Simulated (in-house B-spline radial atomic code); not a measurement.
## Ionising Cd+ with different functionals

Computed with a B-spline radial code for spherical atoms: four-component Dirac-Coulomb Hamiltonian, Fermi nucleus of rms radius 4.6087 fm, spin-restricted, spherical fractional occupations for the functionals, and exact exchange of hybrids averaged over the configuration. The ionisation energy is the difference of two self-consistent energies, [Kr] 4d10 5s1 → [Kr] 4d10, without Breit or QED terms; ε is the level of the shell that loses the electron (mean over j).

```json
{"method": "BHandHLYP", "rung": "global hybrid", "ΔSCF (eV)": "16.84", "-ε(5s) (eV)": "14.86"}
{"method": "B3LYP", "rung": "global hybrid", "ΔSCF (eV)": "17.24", "-ε(5s) (eV)": "13.99"}
{"method": "B97-1", "rung": "global hybrid", "ΔSCF (eV)": "16.88", "-ε(5s) (eV)": "13.74"}
{"method": "wB97X", "rung": "range-separated hybrid", "ΔSCF (eV)": "16.67", "-ε(5s) (eV)": "16.21"}
```

Problem. Among the functionals, which spreads more, the ΔSCF values or the orbital energies?

Solution. The orbital energies: ΔSCF values span about 0.57 eV and the orbital energies 2.46 eV; here energy differences depend much less on the functional than eigenvalues do.

Problem. How do they compare with the NIST value?

Solution. NIST lists 16.908 eV (measured, ground level to ground level). Errors run from -0.24 to +0.33 eV; B97-1 is closest (-0.03 eV), but part of that can be cancellation, since the calculations leave out Breit-QED terms, spin polarisation.
